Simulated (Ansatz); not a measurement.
**Molecular dynamics of F2GeH2**

Input:

```yaml
crystal:
  periodic: [false, false, false]
  atoms:
    - { symbol: Ge, position_ang: [-0.06557, 0.0, -0.04631] }
    - { symbol: F, position_ang: [-0.00203, 0.0, 1.681554] }
    - { symbol: F, position_ang: [1.584817, 0.0, -0.561847] }
    - { symbol: H, position_ang: [-0.696508, 1.318654, -0.492598] }
    - { symbol: H, position_ang: [-0.696508, -1.318654, -0.492598] }
basis:
  gaussian: { orbitals: def2-SVP }
hamiltonian:
  xc: pbe0
  dispersion: d4
md:
  timestep: 0.5
  n_steps: 100
  ensemble: nve_milne
  temperature: 300.0
  initial_velocities: maxwell_boltzmann
  seed: 66622
  masses: [{ species: H, mass: 3.016 }]
```

Launched with:

```bash
$ ansatz run input.yaml --threads 1 --pin off --max-ram 2048MiB --backend cpu --events-out ev --progress --plain --runs-dir out
```

It starts from a relaxed structure.

Output, in part (one step line in 4, the closing report, with atoms numbered from 0):

```
md step     0: t =     0.00 fs  T =   300.0 K  F+E_penalty+E_count = -61962.49109669 eV  E_kin = 0.116334 eV  conserved = -61962.37476269 eV  (24 SCF iters)
md step     4: t =     2.00 fs  T =   281.2 K  F+E_penalty+E_count = -61962.48379687 eV  E_kin = 0.109034 eV  conserved = -61962.37476331 eV  (23 SCF iters)
md step     8: t =     4.00 fs  T =   235.3 K  F+E_penalty+E_count = -61962.46600891 eV  E_kin = 0.091246 eV  conserved = -61962.37476334 eV  (23 SCF iters)
md step    12: t =     6.00 fs  T =   183.2 K  F+E_penalty+E_count = -61962.44580899 eV  E_kin = 0.071045 eV  conserved = -61962.37476365 eV  (23 SCF iters)
md step    16: t =     8.00 fs  T =   142.7 K  F+E_penalty+E_count = -61962.43011529 eV  E_kin = 0.055353 eV  conserved = -61962.37476278 eV  (23 SCF iters)
md step    20: t =    10.00 fs  T =   119.9 K  F+E_penalty+E_count = -61962.42127058 eV  E_kin = 0.046508 eV  conserved = -61962.37476278 eV  (23 SCF iters)
md step    24: t =    12.00 fs  T =   108.2 K  F+E_penalty+E_count = -61962.41670778 eV  E_kin = 0.041945 eV  conserved = -61962.37476264 eV  (22 SCF iters)
md step    28: t =    14.00 fs  T =    95.4 K  F+E_penalty+E_count = -61962.41176836 eV  E_kin = 0.037005 eV  conserved = -61962.37476295 eV  (23 SCF iters)
md step    32: t =    16.00 fs  T =    76.3 K  F+E_penalty+E_count = -61962.40434358 eV  E_kin = 0.029580 eV  conserved = -61962.37476312 eV  (23 SCF iters)
md step    36: t =    18.00 fs  T =    59.3 K  F+E_penalty+E_count = -61962.39777586 eV  E_kin = 0.023012 eV  conserved = -61962.37476381 eV  (19 SCF iters)
md step    40: t =    20.00 fs  T =    60.1 K  F+E_penalty+E_count = -61962.39808375 eV  E_kin = 0.023320 eV  conserved = -61962.37476400 eV  (22 SCF iters)
md step    44: t =    22.00 fs  T =    83.2 K  F+E_penalty+E_count = -61962.40702594 eV  E_kin = 0.032262 eV  conserved = -61962.37476391 eV  (22 SCF iters)
md step    48: t =    24.00 fs  T =   114.1 K  F+E_penalty+E_count = -61962.41900558 eV  E_kin = 0.044242 eV  conserved = -61962.37476399 eV  (23 SCF iters)
md step    52: t =    26.00 fs  T =   132.4 K  F+E_penalty+E_count = -61962.42609063 eV  E_kin = 0.051327 eV  conserved = -61962.37476357 eV  (22 SCF iters)
md step    56: t =    28.00 fs  T =   130.1 K  F+E_penalty+E_count = -61962.42519457 eV  E_kin = 0.050431 eV  conserved = -61962.37476361 eV  (23 SCF iters)
md step    60: t =    30.00 fs  T =   116.9 K  F+E_penalty+E_count = -61962.42010306 eV  E_kin = 0.045339 eV  conserved = -61962.37476400 eV  (22 SCF iters)
md step    64: t =    32.00 fs  T =   111.5 K  F+E_penalty+E_count = -61962.41798439 eV  E_kin = 0.043220 eV  conserved = -61962.37476389 eV  (23 SCF iters)
md step    68: t =    34.00 fs  T =   127.7 K  F+E_penalty+E_count = -61962.42427499 eV  E_kin = 0.049511 eV  conserved = -61962.37476395 eV  (23 SCF iters)
md step    72: t =    36.00 fs  T =   166.2 K  F+E_penalty+E_count = -61962.43919760 eV  E_kin = 0.064434 eV  conserved = -61962.37476357 eV  (23 SCF iters)
md step    76: t =    38.00 fs  T =   213.3 K  F+E_penalty+E_count = -61962.45747757 eV  E_kin = 0.082714 eV  conserved = -61962.37476388 eV  (23 SCF iters)
md step    80: t =    40.00 fs  T =   249.6 K  F+E_penalty+E_count = -61962.47155325 eV  E_kin = 0.096789 eV  conserved = -61962.37476418 eV  (22 SCF iters)
md step    84: t =    42.00 fs  T =   263.0 K  F+E_penalty+E_count = -61962.47676743 eV  E_kin = 0.102003 eV  conserved = -61962.37476400 eV  (21 SCF iters)
md step    88: t =    44.00 fs  T =   257.4 K  F+E_penalty+E_count = -61962.47456925 eV  E_kin = 0.099805 eV  conserved = -61962.37476438 eV  (23 SCF iters)
md step    92: t =    46.00 fs  T =   245.4 K  F+E_penalty+E_count = -61962.46992222 eV  E_kin = 0.095158 eV  conserved = -61962.37476433 eV  (23 SCF iters)
md step    96: t =    48.00 fs  T =   232.8 K  F+E_penalty+E_count = -61962.46503657 eV  E_kin = 0.090273 eV  conserved = -61962.37476401 eV  (23 SCF iters)
md step   100: t =    50.00 fs  T =   212.2 K  F+E_penalty+E_count = -61962.45703135 eV  E_kin = 0.082268 eV  conserved = -61962.37476354 eV  (24 SCF iters)
Total energy: -61962.45705172 eV, -2277.0782969888 hartree
Atom 0 at    -0.070539     0.004533    -0.047046 Å, force     0.731971    -0.138142     0.349912 eV/Å
Atom 1 at    -0.000210    -0.022278     1.696876 Å, force    -0.041767     0.236272    -0.505336 eV/Å
Atom 2 at     1.594625     0.008347    -0.568777 Å, force    -0.406721    -0.088081     0.175154 eV/Å
Atom 3 at    -0.638992     1.297643    -0.603461 Å, force    -0.185568     0.187358     0.147675 eV/Å
Atom 4 at    -0.707615    -1.319052    -0.416875 Å, force    -0.097915    -0.197408    -0.167405 eV/Å
Dipole moment:    -0.465198     0.020496    -0.312418 e Å
```

All steps were run. The conserved energy stayed within 0.00041 meV per atom of its start (net change -0.0002 meV per atom), so the integration is sound. A run of 0.05 ps of so small a system gives no equilibrium averages.

The same pairs are bonded in the first frame and the last. Pairs count as bonded within 1.25 times the sum of covalent radii (0.12 Å more for H–H).

Last frame:

```xyz
5
Properties=species:S:1:pos:R:3
Ge -0.070 0.004 -0.047
F 0.000 -0.022 1.697
F 1.595 0.008 -0.569
H -0.639 1.298 -0.604
H -0.708 -1.319 -0.417
```

Run time: 3.3 min on 1 thread of Arm Neoverse V1, on a shared host, peak memory 0.13 GiB.
